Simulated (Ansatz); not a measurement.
Cost and result for the atomization energy of C₅H₁₄N₂, SMILES `CN(C)CCCN` (21 atoms, 20 bonds).

```json
{"atom": "C1", "x (Å)": "1.588", "y (Å)": "1.391", "z (Å)": "-0.978"}
{"atom": "N2", "x (Å)": "0.982", "y (Å)": "0.515", "z (Å)": "-0.005"}
{"atom": "C3", "x (Å)": "1.967", "y (Å)": "0.011", "z (Å)": "0.919"}
{"atom": "C4", "x (Å)": "0.223", "y (Å)": "-0.543", "z (Å)": "-0.644"}
{"atom": "C5", "x (Å)": "-0.789", "y (Å)": "-1.196", "z (Å)": "0.284"}
{"atom": "C6", "x (Å)": "-1.870", "y (Å)": "-0.232", "z (Å)": "0.742"}
{"atom": "N7", "x (Å)": "-2.678", "y (Å)": "0.208", "z (Å)": "-0.388"}
{"atom": "H8", "x (Å)": "0.819", "y (Å)": "1.815", "z (Å)": "-1.626"}
{"atom": "H9", "x (Å)": "2.331", "y (Å)": "0.877", "z (Å)": "-1.617"}
{"atom": "H10", "x (Å)": "2.099", "y (Å)": "2.213", "z (Å)": "-0.470"}
{"atom": "H11", "x (Å)": "2.733", "y (Å)": "-0.615", "z (Å)": "0.423"}
{"atom": "H12", "x (Å)": "2.478", "y (Å)": "0.845", "z (Å)": "1.408"}
{"atom": "H13", "x (Å)": "1.496", "y (Å)": "-0.590", "z (Å)": "1.699"}
{"atom": "H14", "x (Å)": "0.895", "y (Å)": "-1.314", "z (Å)": "-1.068"}
{"atom": "H15", "x (Å)": "-0.328", "y (Å)": "-0.100", "z (Å)": "-1.476"}
{"atom": "H16", "x (Å)": "-0.295", "y (Å)": "-1.627", "z (Å)": "1.160"}
{"atom": "H17", "x (Å)": "-1.249", "y (Å)": "-2.039", "z (Å)": "-0.246"}
{"atom": "H18", "x (Å)": "-1.385", "y (Å)": "0.649", "z (Å)": "1.170"}
{"atom": "H19", "x (Å)": "-2.458", "y (Å)": "-0.703", "z (Å)": "1.544"}
{"atom": "H20", "x (Å)": "-3.278", "y (Å)": "0.978", "z (Å)": "-0.124"}
{"atom": "H21", "x (Å)": "-3.281", "y (Å)": "-0.541", "z (Å)": "-0.707"}
```

Charge 0, multiplicity 1. Geometry: relaxed with PBE0-D4/def2-TZVP. It is one conformer, not always the lowest. Program: Ansatz. All runs use 2 threads of an AMD EPYC 7R13 on a shared host and a share of an NVIDIA H100 80 GB. Times are those of one run each, without the atoms' runs, and a repeat can differ threefold. Electronic energies, without spin–orbit coupling; frozen cores. CCSD(T)/CBS adds CCSD(T) − MP2 in def2-TZVPP to the MP2 limit, and its time is that of the two runs behind it. T1 = 0.009. B3LYP takes the VWN-RPA correlation (the form of Gaussian; ORCA's B3LYP/G).

CCSD(T)/CBS is a level of theory with its own doubt, some kJ/mol a heavy atom from the limit and from the frozen cores, so smaller differences don't rank the functionals.

```tsv
level	functions	wall time
CCSD(T)/def2-SVP	168	1.7 s
revPBE-D4/def2-TZVPP	413	1.8 s
PBE0-D4/def2-TZVPP	413	2.2 s
BHLYP-D4/def2-TZVPP	413	2.2 s
PBE-D4/def2-TZVPP (with forces)	413	2.6 s
r2SCANh-D4/def2-TZVPP	413	2.6 s
CAM-B3LYP-D4/def2-TZVPP	413	2.8 s
B3LYP-D4/def2-TZVPP (with forces)	413	2.8 s
B97M-V/def2-TZVPP	413	3 s
MP2/def2-QZVPP	819	5 s
ωB97M-V/def2-TZVPP (with forces)	413	5.5 s
CCSD(T)/def2-TZVPP	413	13 s
CCSD(T)/CBS(def2)	–	18 s
```

What atomization energy does each give, and how far from CCSD(T)/CBS? (An estimate is asked.)

The calculation gave: 
```csv
level,atomization (kJ/mol),difference from CCSD(T)/CBS,per bond
CCSD(T)/def2-SVP,7659.5,-359.0,-17.9
revPBE-D4/def2-TZVPP,8016.1,-2.4,-0.1
PBE0-D4/def2-TZVPP,8073.5,55.0,2.7
BHLYP-D4/def2-TZVPP,7834.4,-184.1,-9.2
PBE-D4/def2-TZVPP (with forces),8195.5,177.0,8.8
r2SCANh-D4/def2-TZVPP,7976.4,-42.1,-2.1
CAM-B3LYP-D4/def2-TZVPP,8081.3,62.8,3.1
B3LYP-D4/def2-TZVPP (with forces),8048.1,29.6,1.5
B97M-V/def2-TZVPP,8020.6,2.1,0.1
MP2/def2-QZVPP,8010.2,-8.3,-0.4
ωB97M-V/def2-TZVPP (with forces),8052.5,34.0,1.7
CCSD(T)/def2-TZVPP,7825.1,-193.4,-9.7
CCSD(T)/CBS(def2),8018.5,0.0,0.0
```

From PBE to PBE0 (25 % exact exchange), in def2-TZVPP and without D4, the atomization energy moves by −115.3 kJ/mol: exact exchange takes away binding that semilocal exchange gives to molecules. In def2-TZVPP, CCSD(T) changes the Hartree–Fock value by +2005.7 kJ/mol (the triples alone add +104.9 kJ/mol) and MP2 by +2076.8 kJ/mol; breaking electron pairs costs correlation energy, which Hartree–Fock lacks. Leaving LDA and LC-ωPBE aside and taking each functional with its dispersion term where it has one, the values spread over 361.1 kJ/mol, from BHLYP-D4 to PBE-D4. LDA lies +1025.2 kJ/mol from PBE without D4, its usual overbinding.
